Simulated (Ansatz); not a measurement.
`[CH3][GeH2][SiH2]Cl` + `CCO[SiH2]P` → `[CH3][GeH2][SiH2]P` + `CCO[SiH2]Cl`  (redistribution)

Computed with Ansatz on PBE0-D4/def2-TZVP structures; ΔE is electronic, products minus reactants. CBS: MP2 limit from def2 TZ/QZ plus the TZ coupled-cluster correction, frozen cores. Functionals use def2-TZVPP. For Ge outer-core shells are correlated without core-valence functions, which leaves a few kJ/mol of doubt a bond. Scalar relativity is left out up to krypton. One conformer a species, not always the lowest.

```tsv
level	ΔE (kJ/mol)	difference from CCSD(T)/CBS
PBE-D4	-21.0	1.4
ωB97M-V	-21.0	1.4
PBE	-19.6	2.8
r2SCAN	-21.6	0.8
HF/def2-TZVPP	-19.3	3.1
SCS-MP2/def2-TZVPP	-22.6	-0.2
CCSD(T)/def2-TZVPP	-22.8	-0.4
HF/def2-QZVPP	-19.2	3.2
MP2/def2-QZVPP	-23.8	-1.4
SCS-MP2/def2-QZVPP	-22.4	0.0
CCSD(T)/CBS	-22.4	0
```

Largest T1 diagnostic among the species: 0.012.

In def2-TZVPP, CCSD(T) changes the Hartree–Fock value by −3.5 kJ/mol (the triples alone add −0.7 kJ/mol) and MP2 by −4.8 kJ/mol.
